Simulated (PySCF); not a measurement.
## The second ionisation energy along the 4p block

Calculated with PySCF 2.14 from differences of total energies of unrestricted determinants, without spin-orbit coupling. Values in eV. The last column holds reference values (NIST; (s) semi-empirical, (t) theoretical, else measured). Unmarked ones compare directly (S terms, centres of terms, or small fine structure); those marked * lie between the lowest fine-structure levels and include a spin-orbit shift.

```tsv
element	configurations	UHF	MP2 (valence)	SCS-MP2 (valence)	PBE	PBE0	r2SCAN	reference
Ga (aug-cc-pVTZ-PP with one added diffuse shell each of s, d, f type with ECP10MDF, ECP)	[Ar] 3d10 4s2 → [Ar] 3d10 4s1	18.749	19.474	19.619	20.678	20.365	20.482	20.515
Ge (aug-cc-pVTZ-PP with one added diffuse shell each of s, d, f type with ECP10MDF, ECP)	[Ar] 3d10 4s2 4p1 → [Ar] 3d10 4s2	15.250	15.489	15.476	15.692	15.744	15.931	15.789
As (aug-cc-pVTZ-PP with one added diffuse shell each of s, d, f type with ECP10MDF, ECP)	[Ar] 3d10 4s2 4p2 → [Ar] 3d10 4s2 4p1	17.979	18.357	18.282	18.430	18.503	18.685	18.589 *
Se (aug-cc-pVTZ-PP with one added diffuse shell each of s, d, f type with ECP10MDF, ECP)	[Ar] 3d10 4s2 4p3 → [Ar] 3d10 4s2 4p2	20.842	21.352	21.200	21.239	21.349	21.547	21.196 ± 0.01 *
Br (aug-cc-pVTZ-PP with one added diffuse shell each of s, d, f type with ECP10MDF, ECP)	[Ar] 3d10 4s2 4p4 → [Ar] 3d10 4s2 4p3	20.231	20.935	21.006	21.303	21.329	21.401	21.409
Kr (aug-cc-pVTZ-PP with one added diffuse shell each of s, d, f type with ECP10MDF, ECP)	[Ar] 3d10 4s2 4p5 → [Ar] 3d10 4s2 4p4	23.240	24.089	24.088	24.255	24.308	24.398	24.360 *
```

Which of these methods has the smallest mean absolute error against the measured values here?

r2SCAN, with 0.061 eV.

```json
{"method": "UHF", "elements": "3", "mean error (eV)": "-1.161", "mean absolute error (eV)": "1.161", "largest error (eV)": "-1.766"}
{"method": "MP2 (valence)", "elements": "3", "mean error (eV)": "-0.605", "mean absolute error (eV)": "0.605", "largest error (eV)": "-1.041"}
{"method": "SCS-MP2 (valence)", "elements": "3", "mean error (eV)": "-0.537", "mean absolute error (eV)": "0.537", "largest error (eV)": "-0.897"}
{"method": "PBE", "elements": "3", "mean error (eV)": "-0.013", "mean absolute error (eV)": "0.122", "largest error (eV)": "0.163"}
{"method": "PBE0", "elements": "3", "mean error (eV)": "-0.091", "mean absolute error (eV)": "0.091", "largest error (eV)": "-0.150"}
{"method": "r2SCAN", "elements": "3", "mean error (eV)": "0.034", "mean absolute error (eV)": "0.061", "largest error (eV)": "0.142"}
```

Errors include the incompleteness of the basis and the frozen core.

"Valence" correlates the outer s and p shells and, in groups 3 to 12 and the f block, the outer d or f shell, open or full, or the next shell where the ion has no valence electron left; the wider scheme adds the next inner shell.
